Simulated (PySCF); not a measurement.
How methods differ on the interval between two levels of I⁺

I⁺ [Kr] 4d10 5s2 5p4 [3P2, M_J = 2] → I⁺ [Kr] 4d10 5s1 5p4 6s1 [5P3, M_J = 3], as a difference of total energies. Computed with PySCF 2.14 in x2c-SVPall-2c with one added diffuse shell each of s, p type (7s9p4d, 54 functions), with the two-component X2C-1e Hamiltonian. Correlated levels: [Ar] 3d10 frozen; the 6 highest virtual spinors dropped. "Screened" scales the spin-orbit matrix elements by Boettger's factors to mimic the two-electron term; Breit and QED terms are absent.

| method | interval between two levels (cm⁻¹) |
| --- | --- |
| GHF (spin-free) | 162930 |
| GMP2 (spin-free) | 161910 |
| GHF (screened spin-orbit) | 163470 |
| GMP2 (screened spin-orbit) | 162420 |

The labels give the starting determinants; with spin-orbit coupling the two ends relaxed to ⟨J²⟩ = 6.02, ⟨L²⟩ = 2.36, ⟨S²⟩ = 1.86 and ⟨J²⟩ = 12.01, ⟨L²⟩ = 2.09, ⟨S²⟩ = 5.96.

The promoted electron is Rydberg-like, and one or two diffuse shells describe it only roughly, which tends to raise the upper state.
